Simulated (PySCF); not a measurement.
From computed data to an observable: entropy of an ideal gas

Si(OH)3(NH2) (H5NO3Si), SMILES [Si](O)(O)(O)N.

Geometry optimised at PBE-D3(BJ)/def2-SVP. The values are those of a single conformer.

PySCF with PBE-D3(BJ)/def2-SVP gives the harmonic wavenumbers 131, 214, 232, 253, 289, 324, 343, 359, 394, 413, 723, 778, 810, 818, 837, 886, 959, 972, 1486, 3505, 3603, 3763, 3765, 3771 cm⁻¹ and the rotational temperatures 0.1940, 0.1840, 0.1632 K. The molar mass is 95.13 g/mol, the symmetry number 1, the spin multiplicity 1.

**Question.** Work out the entropy at 298.15 K and 1 atm in the rigid-rotor, harmonic-oscillator model.

**Answer.** 
Translation (Sackur–Tetrode at 1 atm): S = R[1.5 ln M + 2.5 ln T − 1.16487] = 165.6 J/(mol K).
Rotation: q = (√π/σ) T^1.5/√(θA θB θC) = 120000, S = R[ln q + 3/2] = 109.7 J/(mol K).
Vibration: with u = 1.4388 ν/T, each mode gives R[u/(e^u − 1) − ln(1 − e^−u)]:
| ν (cm⁻¹) | modes | u | S (J/(mol K)) |
|---|---|---|---|
| 131 | 1 | 0.63 | 12.26 |
| 214 | 1 | 1.03 | 8.41 |
| 232 | 1 | 1.12 | 7.80 |
| 253 | 1 | 1.22 | 7.15 |
| 289 | 1 | 1.39 | 6.19 |
| 324 | 1 | 1.56 | 5.40 |
| 343 | 1 | 1.66 | 5.01 |
| 359 | 1 | 1.73 | 4.71 |
| 394 | 1 | 1.90 | 4.12 |
| 413 | 1 | 1.99 | 3.83 |
| 723 | 1 | 3.49 | 1.17 |
| 778 | 1 | 3.75 | 0.95 |
| 810 | 1 | 3.91 | 0.83 |
| 818 | 1 | 3.95 | 0.81 |
| 837 | 1 | 4.04 | 0.75 |
| 886 | 1 | 4.28 | 0.62 |
| 959 | 1 | 4.63 | 0.46 |
| 972 | 1 | 4.69 | 0.44 |
| 1486 | 1 | 7.17 | 0.05 |
The stiffer modes add less than 0.005 each. Sum 71.0 J/(mol K).
Spin: R ln 1 = 0.0 J/(mol K).
Total 346.2 J/(mol K); the program's own thermochemistry gives 346.2. Translation makes up 48 % and vibration 20 %. Anharmonicity, hindered rotation and orbital degeneracy are left out.
